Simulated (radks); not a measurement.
Results of a calculation; reference values are marked as such.
Species: W. Configuration: [Xe] 4f14 5d4 6s1 7p1 (not the ground configuration). Code: a radial shooting solver on a logarithmic mesh with Libxc functionals. Model: Dirac Kohn-Sham, PBE, spin-unpolarised, spherical densities, finite nucleus; open shells are shared between the two j in proportion to 2j + 1; Fermi nuclear charge, rms radius 5.3658 fm.

Normalised radial functions P(r) = r R(r) (large component), r in bohr:

```
   r/bohr * 7p3/2 (the largest magnitude, 0.328, reaches the edge; | marks zero)
0.0006781                             *
 0.001141                             *
 0.001903                             *
 0.003201                             *
 0.005385                             *
 0.009057                             *
  0.01511                             |*
  0.02542                             | *
  0.04276                             | *
  0.07135                             |*
     0.12                           * |
   0.2019                            *|
   0.3395                             |   *
   0.5665                             *
   0.9529                      *      |
    1.603                             |*
    2.675                             |            *
    4.499                             |     *
    7.567          *                  |
    12.73  *                          |
    21.24                       *     |
    35.72                             *
```

7p3/2: eigenvalue -0.985 eV, 5 radial nodes at r = 0.0813, 0.234, 0.571, 1.54, 5.19 bohr, <r> = 11.5 bohr, 90 % of the charge inside 16.1 bohr.
